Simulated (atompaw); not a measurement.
## Before and after: PAW (atompaw) potential for P (Z = 15)

```
Element                 : phosphorus (P)
Generator               : atompaw 4.2.0.5
Type                    : PAW
Functional              : LDA (PW92)
Relativity              : scalar-relativistic
Frozen core             : [Ne]
Valence charge          : 5
Reference configuration : 3s2 3p3
Partial waves           : 3s (bound): rc 2.00 bohr; 3s channel at 0.1 Ry: rc 2.00 bohr; 3p (bound): rc 2.00 bohr; 3p channel at 0.7 Ry: rc 2.00 bohr; 3d channel at 0.1 Ry: rc 2.00 bohr
Local potential         : troulliermartins scheme with l = 3 at 0 Ry, radius 1.70 bohr
Core correction         : smooth core density matched at 2.00 bohr
Augmentation charge     : besselshape compensation charge, radius 1.80 bohr; PAW radius 2.00 bohr; waves and projectors: custom polynom gramschmidtortho
```

Change: augmentation besselshape compensation charge, radius 1.80 bohr; PAW radius 2.00 bohr; waves and projectors: custom rrkj gramschmidtortho.

Cutoffs: the cutoffs (Ry, on a coarse ladder) from which the occupation-weighted sum of valence levels, in a spherical-Bessel basis at the reference potential, stays within 10 and 1 mRy of its value at 400 Ry; they do not see the model core or the augmentation charge, which bear on the density cutoff.

What does the change do?

The potential gets harder (10 Ry and 15 Ry → 12 Ry and 18 Ry); the range in which the d phases agree widens (upper end 0.8 → 3.4); neither file shows a bound ghost.

```tsv
quantity	base	changed
cutoff, loose	10 Ry	12 Ry
cutoff, tight	15 Ry	18 Ry
loose cutoff by channel (10 mRy a level)	s 6 Ry, p 8 Ry	s 6 Ry, p 10 Ry
bound ghosts	none	none
s: phases at 2.01 bohr within 0.05 rad from the reference energy up to (Ry; the scan ends near 5)	to the end of the scan	4.2
p: phases at 2.01 bohr within 0.05 rad from the reference energy up to (Ry; the scan ends near 5)	to the end of the scan	to the end of the scan
d: phases at 2.01 bohr within 0.05 rad from the reference energy up to (Ry; the scan ends near 5)	0.8	3.4
lowest overlap eigenvalue by channel	s 0.05, p 0.80, d 1.00	s 0.40, p 0.81, d 1.00
```

 The cutoffs see the waves, projectors and local potential, not the compensation charge or the core.
